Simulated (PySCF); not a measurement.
F2W, SMILES [F][W][F] (connectivity only; charge and spin as stated), neutral, multiplicity 5. Atoms are numbered in the order given.

```xyz
3

W      0.0000     0.0000     0.1202
F      0.0000     1.7923    -0.4944
F      0.0000    -1.7923    -0.4944
```
Charge 0, spin multiplicity 5.

Geometry optimised at B3LYP-D3(BJ)/def2-TZVP. The spin state was assumed, not searched. The def2 effective core potentials stand for the cores of W; spin–orbit coupling is left out.

Calculation: PySCF with TDA-PBE/def2-TZVPD.

Vertical excitations. Gas-phase values at a fixed geometry.

```tsv
state	energy (eV)	λ (nm)	f	main pairs
root 1	0.66	1883	0.000	α HOMO→LUMO 100 %
root 2	2.01	616	0.000	α HOMO−1→LUMO 100 %
root 3	2.05	606	0.000	α HOMO−2→LUMO 99 %
root 4	2.57	482	0.003	α HOMO−3→LUMO 100 %
root 5	2.79	444	0.000	α HOMO→LUMO+1 100 %
root 6	3.08	403	0.013	α HOMO→LUMO+2 99 %
root 7	4.06	305	0.000	α HOMO→LUMO+3 100 %
root 8	4.16	298	0.003	α HOMO−1→LUMO+1 84 %, α HOMO−2→LUMO+2 15 %
root 9	4.17	298	0.003	α HOMO−2→LUMO+1 84 %, α HOMO−1→LUMO+2 15 %
root 10	4.42	280	0.006	α HOMO→LUMO+4 60 %, α HOMO−1→LUMO+2 36 %
```
Unrestricted roots are not spin-pure.
